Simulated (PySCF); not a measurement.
## Correlation energy of Pd(33+) (palladium, charge +33)

[Ne] 3s2 3p1, 2P determinant. All numbers are calculated (PySCF 2.14, the spin-free X2C one-electron Hamiltonian (Gaussian nucleus), in an uncontracted even-tempered set (18 s from 4.7 bohr⁻², ratio 2.5; 12 p from 6.1 bohr⁻², ratio 2.5; 5 d from 26 bohr⁻², ratio 2.7; 4 f from 38 bohr⁻², ratio 2.7)). Frozen: 1s2; 11 electrons correlated; the 22 highest virtual orbitals of each spin left out.

```json
{"level": "CCSD", "correlation energy (mhartree)": "-494.01"}
{"level": "(T)", "correlation energy (mhartree)": "-1.31"}
{"level": "CCSD(T)", "correlation energy (mhartree)": "-495.32"}
```

Diagnostics: T1 = 0.00094, D1 = 0.0041, largest double amplitude 0.064.

Spin-orbit coupling, absent here, splits the open shell strongly.

Cost of the coupled-cluster step: of the order of 23 core-seconds, for 11 correlated electrons.

Iterations:

```
CC2 = 0
CCSD nocc = (np.int64(6), np.int64(5)), nmo = (84, 84)
frozen orbitals [[0, 85, 86, 87, 88, 89, 90, 91, 92, 93, 94, 95, 96, 97, 98, 99, 100, 101, 102, 103, 104, 105, 106], [0, 85, 86, 87, 88, 89, 90, 91, 92, 93, 94, 95, 96, 97, 98, 99, 100, 101, 102, 103, 104, 105, 106]]
max_cycle = 100
direct = 0
conv_tol = 1e-08
conv_tol_normt = 1e-06
diis_space = 8
diis_start_cycle = 0
Init t2, MP2 energy = -0.467521708539612
Init E_corr(UCCSD) = -0.467521708543521
cycle = 1  E_corr(UCCSD) = -0.486679085647561  dE = -0.0191573771  norm(t1,t2) = 0.0191129
cycle = 2  E_corr(UCCSD) = -0.491871113830729  dE = -0.00519202818  norm(t1,t2) = 0.00574123
cycle = 3  E_corr(UCCSD) = -0.494021668745257  dE = -0.00215055491  norm(t1,t2) = 0.00177663
cycle = 4  E_corr(UCCSD) = -0.494009476528414  dE = 1.21922168e-05  norm(t1,t2) = 6.14758e-05
cycle = 5  E_corr(UCCSD) = -0.494009777715781  dE = -3.01187367e-07  norm(t1,t2) = 2.52383e-06
cycle = 6  E_corr(UCCSD) = -0.494009674910719  dE = 1.02805062e-07  norm(t1,t2) = 2.28827e-07
cycle = 7  E_corr(UCCSD) = -0.494009684337068  dE = -9.42634903e-09  norm(t1,t2) = 2.32903e-08
UCCSD converged
E(UCCSD) = -4176.982694027772  E_corr = -0.494009684337068
UCCSD(T) correction = -0.00130774935617919
```

At this charge the one-electron X2C treatment keeps the bare 1/r₁₂, with no two-electron picture change or Breit term. The effect here is smaller than on the frozen 1s shell; and a scalar Hamiltonian misses the large spin-orbit splitting of the p shells, which matters for ns² → np² pairs.
